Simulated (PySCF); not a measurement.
# Electronic structure of Ti (titanium, neutral) at the LDA level

Configuration: [Ar] 3d2 4s2, high-spin 3F determinant. All numbers are calculated (PySCF 2.14, scalar relativity by spin-free X2C-1e, in aug-cc-pVQZ-DK).

- Total energy: -851.617 hartree
- One-electron energy: -1168.443 hartree
- Hartree (Coulomb) energy: 357.020 hartree
- Exchange-correlation energy: -40.193 hartree
- ⟨S²⟩: 2.0031
- ⟨L²⟩: 12.003
- Sum of ⟨r⟩: 21.25 bohr
- Sum of ⟨r²⟩: 46.73 bohr²
- Langevin diamagnetic susceptibility: -37.0 ×10⁻⁶ cm³/mol

```csv
shell,electrons,mean orbital energy (eV),"rms radius, mean of both spins (bohr)"
1s α,1,-4852.4,0.0805
1s β,1,-4852.4,0.0805
2s α,1,-535.40,0.354
2s β,1,-534.82,0.354
2p α,3,-443.99,0.322
2p β,3,-443.53,0.322
3s α,1,-62.797,1.08
3s β,1,-61.180,1.08
3p α,3,-39.315,1.18
3p β,3,-37.723,1.18
3d α,2,-5.157,1.82
4s α,1,-4.778,3.77
4s β,1,-4.292,3.77
```

Densities and radii are taken from the X2C orbitals without a picture-change correction, which distorts them close to the nucleus.
